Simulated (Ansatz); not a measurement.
Geometry optimisation, Ansatz 0.2.0, RHF/def2-SVP.

input.yaml

```yaml
crystal:
  periodic: [false, false, false]
  atoms:
    - { symbol: C, position_ang: [-0.2259, 1.119, -0.1284] }
    - { symbol: C, position_ang: [-0.168, -0.1643, -0.2705] }
    - { symbol: "N", position_ang: [0.7812, -0.9136, 0.3092] }
    - { symbol: I, position_ang: [-1.4495, -1.2176, -1.394] }
    - { symbol: H, position_ang: [-1.0653, 1.7174, -0.6417] }
    - { symbol: H, position_ang: [0.4405, 1.7474, 0.4434] }
    - { symbol: H, position_ang: [1.6396, -0.44021, 0.51963] }
    - { symbol: H, position_ang: [0.94984, -1.85058, -0.14939] }
basis:
  gaussian: { orbitals: def2-SVP }
hamiltonian:
  xc: hf
relax:
  f_tol: 0.015
  max_steps: 40
```

Launched with:

```bash
$ ansatz run input.yaml --threads 1 --pin off --max-ram 2048MiB --backend cpu --events-out ev --progress --plain --runs-dir out
```

Q: Where does it end, and by what steps?

A: The run converged. After 6 steps the energy has fallen by 0.489 eV; H7 moved furthest, 0.23 Å.

```
step  energy less start (eV)  largest force component (eV/Å)  accepted
   0                  0.0000                           4.282       yes
   1                 -0.4303                           1.084       yes
   2                 -0.4737                           0.384       yes
   3                 -0.4834                           0.235       yes
   4                 -0.4853                           0.344       yes
   5                 -0.4893                           0.039       yes
   6                 -0.4894                           0.008       yes
```

```xyz
8
Properties=species:S:1:pos:R:3
C -0.245 1.157 -0.181
C -0.149 -0.157 -0.292
N 0.793 -0.974 0.306
I -1.607 -1.239 -1.389
H -1.064 1.714 -0.608
H 0.509 1.707 0.372
H 1.550 -0.471 0.730
H 1.115 -1.740 -0.250
```

Whether the end is a true minimum wasn't checked by a vibrational analysis.

Run time: 18 s on 1 thread of Arm Neoverse V2, with other jobs on the host, peak memory 0.19 GiB.
